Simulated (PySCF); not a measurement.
## Bond curve of PbCl

Set-up: Pb def2-SVPD with ECP60, Cl def2-SVPD; scalar-relativistic core potentials (PySCF 2.14). Energies in eV from Pb + Cl in their ground configurations at the same level. State: ²Π (doublet), unpaired electrons π ↑.

All columns are UHF. A positive dipole means Pb(−)Cl(+).

| R (Å) | E (eV) | μ (D) | Mulliken charge on Pb (basis-dependent) | HOMO (eV) | LUMO (eV) | Mayer bond order | ⟨S²⟩ |
| --- | --- | --- | --- | --- | --- | --- | --- |
| 2.167 | -1.311 | -1.81 | 0.72 | -6.56 | 0.03 | 0.59 | 0.76 |
| 2.268 | -1.932 | -2.61 | 0.72 | -6.75 | -0.14 | 0.57 | 0.76 |
| 2.369 | -2.278 | -3.40 | 0.72 | -6.94 | -0.30 | 0.55 | 0.76 |
| 2.444 | -2.408 | -3.98 | 0.72 | -7.08 | -0.42 | 0.54 | 0.76 |
| 2.520 | -2.456 | -4.56 | 0.72 | -7.21 | -0.53 | 0.53 | 0.76 |
| 2.596 | -2.443 | -5.14 | 0.72 | -7.35 | -0.65 | 0.52 | 0.76 |
| 2.696 | -2.358 | -5.90 | 0.72 | -7.53 | -0.80 | 0.50 | 0.76 |
| 2.822 | -2.180 | -6.83 | 0.73 | -7.74 | -0.98 | 0.48 | 0.76 |
| 2.974 | -1.909 | -7.93 | 0.74 | -7.99 | -1.19 | 0.46 | 0.76 |
| 3.175 | -1.514 | -9.34 | 0.76 | -8.30 | -1.46 | 0.43 | 0.76 |

A fit through these points gives, at Re = 2.539 Å, μ = -4.71 D and dμ/dR = -7.64 D/Å; the reduced mass is 29.94 u.

Task: How strong is the fundamental in the double-harmonic approximation, I = 42.26·(dμ/dR)²/μred km/mol?

Result: I = 42.26·(-7.64)²/29.94 = 82.4 km/mol at UHF.

These are scalar-relativistic numbers at best; spin–orbit coupling would shift them, the dissociation energy most. Hartree–Fock leaves out correlation, which carries a large part of most bond energies and some tenths to 1 eV of ionisation energies. The state is the lowest determinant that a PBE0 search found; another state may lie lower at other levels.
